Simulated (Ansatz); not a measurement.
**Energy profile**

The step: CH₄Ge ([CH3][GeH]) + H₂ → GeH₂ + CH₄; bonds formed: Ge1–H4, C2–H3; bonds broken: Ge1–C2, H3–H4 (atoms numbered as in the saddle structure below).

Ge1  (-1.067, 0.229, 1.027)
C2  (0.516, -0.641, -0.261)
H3  (-0.458, 0.484, -0.559)
H4  (-1.326, 1.063, -0.456)
H5  (-0.085, 1.421, 1.412)
H6  (1.150, -0.086, -0.959)
H7  (0.105, -1.517, -0.760)
H8  (1.164, -0.954, 0.557)
(Å)

Electronic energies by CCSD(T) at an estimated basis limit (MP2 extrapolated from triple and quadruple zeta, plus CCSD(T) − MP2 in triple zeta), on PBE0-D4/def2-TZVP structures; CH6Ge, closed shell; no counterpoise correction. Ansatz 0.2.0; basis: def2-TZVPP and def2-QZVPP; cores frozen in the correlated methods. Filled d shells of the heavier atoms are correlated. The def2 sets are not built for correlating such inner shells, so the correlated values are less sure here. Extrapolation: Hartree–Fock as exp(−7.88 √X), correlation as X^−2.97.

Question: Give the profile in eV, counted from the separated reactants. (An estimate is asked for; the value comes from the calculation.)

Answer: The calculation gives:
```tsv
point	eV
separated: CH4Ge (linked as [CH3][GeH]; Ge1, C2, H5, H6, H7, H8; singlet) + H2 (H3, H4; singlet)	0.000
start structure	-0.116
saddle	0.739
end structure	-0.472
separated: GeH2 (Ge1, H4, H5; singlet) + CH4 (C2, H3, H6, H7, H8; singlet)	-0.326
```

T1 diagnostic: at most 0.012. The restricted Hartree–Fock reference is unstable towards an unrestricted one at one or more of these structures.

For scale, one of the runs: CCSD(T)/def2-TZVPP, 163 basis functions, launched by `ansatz run in.yaml --threads 2 --pin off --events-out ev --progress --plain --max-ram 4352MiB`. Time: 23 s of wall clock on 2 CPU threads of an Arm Neoverse V2; the host was shared. Peak host memory: 1.2 GiB.
